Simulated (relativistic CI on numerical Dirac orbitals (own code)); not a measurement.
**Co VI: q coefficients and field-shift factors**

These numbers are calculated, not measured: Dirac-Coulomb-Breit CI, KLI orbitals optimised for each configuration, valence Slater integrals scaled by 0.85, P86 correlation energy added to each configuration, derivatives by finite differences, QED left out (own radial code, finite nucleus).

CI space (outside the closed core [Ne]): 3s2.3p6.3d4, 3s2.3p6.3d3.4s, 3s2.3p5.3d5, 3s2.3p6.3d3.4p, 3s2.3p6.3d3.4d, 3s.3p6.3d5, 3s2.3p6.3d2.4s2, 3s2.3p6.3d2.4s.4p. Levels of other configurations are missing.

With x = (α/α₀)² − 1 an excitation energy changes as ω = ω₀ + qx; K = 2q/ω₀ is the relative enhancement. Terms are leading LS components, so labels can repeat. The field-shift factor is F = δν/δ⟨r²⟩ for the transition from the lowest level.

Lowest level 3s2.3p6.3d4 5D_0.

```csv
Level,ω₀ (cm⁻¹),q (cm⁻¹),K,F (GHz/fm²)
3s2.3p6.3d4 5D_1,195.7,222.2,2.27,0.0011
3s2.3p6.3d4 5D_2,566.0,619.5,2.19,0.00308
3s2.3p6.3d4 5D_3,1082.3,1137,2.1,0.00572
3s2.3p6.3d4 5D_4,1716.0,1732,2.02,0.0088
3s2.3p6.3d4 3H_4,26225.1,184.8,0.0141,0.0409
3s2.3p6.3d4 3H_5,26622.4,692.3,0.052,0.0435
3s2.3p6.3d4 3P_0,26865.7,-1145,-0.0853,0.0265
3s2.3p6.3d4 3H_6,27023.9,1129,0.0835,0.0459
3s2.3p6.3d4 3P_1,28103.9,208.3,0.0148,0.0333
3s2.3p6.3d4 3F_2,29411.4,691,0.047,0.0371
3s2.3p6.3d4 3F_3,29430.6,527.8,0.0359,0.0365
3s2.3p6.3d4 3F_4,29585.9,720.5,0.0487,0.0373
3s2.3p6.3d4 3P_2,30075.3,2050,0.136,0.0426
3s2.3p6.3d4 3G_3,32145.8,1038,0.0646,0.0419
3s2.3p6.3d4 3G_4,32565.2,1368,0.084,0.0437
3s2.3p6.3d4 3G_5,32881.6,1626,0.0989,0.0454
3s2.3p6.3d4 1I_6,39518.9,982.3,0.0497,0.0626
3s2.3p6.3d4 1G_4,40095.5,1601,0.0799,0.0489
3s2.3p6.3d4 3D_3,40096.6,891.7,0.0445,0.0369
3s2.3p6.3d4 3D_2,40281.8,1079,0.0536,0.0381
3s2.3p6.3d4 3D_1,40511.2,1367,0.0675,0.0392
3s2.3p6.3d4 1S_0,44612.1,1510,0.0677,0.0345
3s2.3p6.3d4 1D_2,51065.6,1258,0.0493,0.0675
```

At this charge configurations can still be misplaced by up to about 7 % of their energy.
